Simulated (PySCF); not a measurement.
# Krypton: a sound run and one with changed settings

Sound run: Kr [Kr], Kr⁺ [Ar] 3d10 4s2 4p5. Calculation: PySCF 2.14, in aug-cc-pVDZ-PP with ECP10MDF; scalar relativity through the core potential. In the sound run the correlated levels freeze 3s2 3p6 3d10 outside the core potential. The sound run starts from symmetry-adapted Hartree-Fock orbitals and uses a fine grid where one is needed.

Changed run: all electrons correlated in a basis built for the valence shell.

| species | method | sound run (hartree) | changed run (hartree) | converged |
| --- | --- | --- | --- | --- |
| Kr | MP2 | -462.30695 | -462.33212 | yes |
| Kr⁺ | MP2 | -461.79401 | -461.81820 | yes |

Ionisation energy of Kr:

```tsv
method	sound run (eV)	changed run (eV)
UHF	13.151	13.151
MP2	13.958	13.985
SCS-MP2	13.877	13.892
```

A valence basis has no tight correlating functions, so it recovers only part of the core correlation, and not evenly between atom and ion.

For comparison, NIST gives 14.000 eV between the lowest levels.
